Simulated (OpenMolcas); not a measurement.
# Cu3+: effect of the metal basis

Cu3+ with its 6 nearest chloride ions at 2.412 Å, on the Y site of Cs2NaYCl6 (a = 10.7396 Å, distance in the model lattice 2.619 Å). The rest of the host is ab initio model potentials to 7.6 Å and point charges beyond; the distance is set by hand and nothing relaxes.

```
Program             : OpenMolcas 26.06
Method              : CASSCF
Spin-orbit coupling : RASSI with atomic mean-field integrals over the reference wave functions
```

Fixed: ligand basis ANO-RCC-VDZP, active space 8 electrons in 5 orbitals (3d), DKH2 Hamiltonian.

States (labels of O, the rotations of Oh). Energies in cm-1 above the lowest state or level, χT in cm3 K/mol.

```json
{"Run": "A", "Metal basis": "ANO-RCC-VDZP", "Ground state": "3A2", "First state of that spin": "3T2 3992", "First gap with spin-orbit (degeneracies)": "3772 (3, 2)", "χT at 300 K": "1.543", "First state of another spin": "1E 10519", "Cost": "roughly 40 core-seconds"}
{"Run": "B", "Metal basis": "ANO-RCC-VTZP", "Ground state": "3A2", "First state of that spin": "3T2 5969", "First gap with spin-orbit (degeneracies)": "5671 (3, 2)", "χT at 300 K": "1.468", "First state of another spin": "1E 15001", "Cost": "roughly 30 core-seconds"}
```

Against A, the first state of the same spin changes by +49.5 % in B.

Costs are those of the RASSCF and RASSI steps.

Without dynamic correlation the repulsion within the d shell is too large (B by tens of per cent), so at a given field states of lower spin stand too high. Ligand-to-metal charge-transfer states are missing. With no ligand orbital active B as a rule stays too high, so bands that hang on it stand too high and its fall with covalency is understated. With metal d orbitals alone and no dynamic correlation the field as a rule comes out too small, by tens of per cent, by up to half for chloride and softer ligands, and the orbital part of g and χT, which goes as 1/10Dq, too large. The least metal-like active orbital is 67 % on the metal (Löwdin) and no ligand orbital is active, so the numbers are rough (holds for A). The least metal-like active orbital is 80 % on the metal (Löwdin) and no ligand orbital is active, so the numbers are rough (holds for B). No measured value stands beside these numbers; the geometry was set by hand and not optimised.
